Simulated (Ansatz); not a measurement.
CH5GeNS can be A, `S[CH]1[NH][GeH2]1`, or B, `C[S][Ge][NH2]`.

Computed with Ansatz on PBE0-D4/def2-TZVP structures; ΔE is electronic, products minus reactants. CBS: MP2 limit from def2 TZ/QZ plus the TZ coupled-cluster correction, frozen cores. DFT in def2-TZVPP. B3LYP here is the variant with VWN-RPA as its local correlation; programs differ in this. For Ge outer-core shells are correlated without core-valence functions, which leaves a few kJ/mol of doubt a bond. Scalar relativity is left out up to krypton. Each species was taken in one conformer, which may not be the lowest.

Which is lower in electronic energy at CCSD(T)/CBS, and by how much? (Best estimate.)

Computed: B, by 277.4 kJ/mol.

Give E(B) − E(A) in kJ/mol with ωB97M-V, CCSD/def2-TZVPP, MP2/def2-TZVPP, r2SCAN-D4, B2PLYP, B3LYP-D4, CCSD(T)/def2-TZVPP. (An estimate is asked.)

Computed: ωB97M-V -286.5, CCSD/def2-TZVPP -272.2, MP2/def2-TZVPP -265.0, r2SCAN-D4 -276.9, B2PLYP -287.5, B3LYP-D4 -298.4, CCSD(T)/def2-TZVPP -267.4. None reverses the order clearly.

Largest T1 diagnostic: 0.014.

In def2-TZVPP, CCSD(T) changes the Hartree–Fock value by +38.5 kJ/mol (the triples alone add +4.8 kJ/mol) and MP2 by +41.0 kJ/mol.
